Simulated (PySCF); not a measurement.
Two species compared at the same levels of theory.

First species: C3H2ClNS.
SMILES: `Clc1cscn1`

Second species: C₄H₁₃GaO.
Structure used (PBE0-D3(BJ)/def2-SVP), in Å, numbered top down from 1:
```
atom  x, y, z in Å
C1     2.1470    0.1997    0.5623
C2     1.5721   -1.1987    0.3600
Ga3    0.1912   -1.3111   -1.0705
O4    -1.1225    0.2149   -0.2994
C5    -1.7606    0.0474    0.9447
C6    -1.2998    1.4799   -0.8940
H7     2.9306    0.2347    1.3390
H8     1.3688    0.9214    0.8649
H9     2.5937    0.5928   -0.3658
H10    1.1537   -1.5869    1.3056
H11    2.3794   -1.9046    0.0931
H12    0.4779   -0.5649   -2.4410
H13   -0.8458   -2.5085   -1.0474
H14   -1.5640   -0.9777    1.2827
H15   -1.3623    0.7601    1.6874
H16   -2.8497    0.1932    0.8445
H17   -2.3701    1.6713   -1.0828
H18   -0.7552    1.4710   -1.8458
H19   -0.8945    2.2753   -0.2449
```

Levels: PBE0/def2-SVPD for dipole moment, HOMO energy, LUMO energy, HOMO–LUMO gap, static isotropic polarisability and electronic spatial extent ⟨r²⟩ about the centre of nuclear charge; TDDFT PBE0/def2-SVPD for lowest singlet excitation; PBE0-D3(BJ)/def2-SVP for rotational constant A and rotational constant C. Geometries: PBE0-D3(BJ)/def2-SVP. All species are isolated and taken at one optimised geometry, non-relativistic unless stated; the electronic structure was computed with PySCF and density fitting.

The conformers computed, where there is a choice (atom-mapped SMILES and torsion angles):
- `[CH3:1][CH2:2][GaH2-:3][O+:4]([CH3:5])[CH3:6]`: C1–C2–Ga3–O4 -55°, C2–Ga3–O4–C5 -64°

(1) Which has the higher dipole moment?

(2) Which has the higher rotational constant A?

(3) Which has the higher S1 energy?

(4) Which has the higher HOMO energy?

(5) Which has the higher HOMO–LUMO gap?

(6) Which has the higher LUMO energy?

(7) Which has the higher ⟨r²⟩?

(8) Which has the higher static isotropic polarisability?

## Answers

(1) The second: 3.96 D against 2.55 D, a difference of 1.41 D.

(2) The first: 7.536 GHz against 2.555 GHz, a difference of 4.981 GHz.

(3) The second: 5.80 eV against 5.29 eV, a difference of 0.51 eV.

(4) The second: -6.76 eV against -7.33 eV, a difference of 0.57 eV.

(5) The second: 6.97 eV against 6.01 eV, a difference of 0.96 eV.

(6) The second: 0.21 eV against -1.32 eV, a difference of 1.53 eV.

(7) The second: 1083 bohr² against 821 bohr², a difference of 262 bohr².

(8) The second: 89.1 au against 71.6 au, a difference of 17.5 au.

On the first: The polarisability is 10.61 Å³ as a volume (1 au = 0.148185 Å³), or 1.19 au for each of the 60 electrons. The 10 singlets span 5.29 to 7.24 eV, and their oscillator strengths add up to 0.44.

On the second: The principal polarisabilities are 85.1, 88.0 and 94.0 au; their mean is the isotropic value. In wavenumbers S1 is 46800 cm⁻¹ (1 eV = 8065.54 cm⁻¹). The calculation is non-relativistic and has no spin–orbit coupling, an omission that weighs most on gallium.
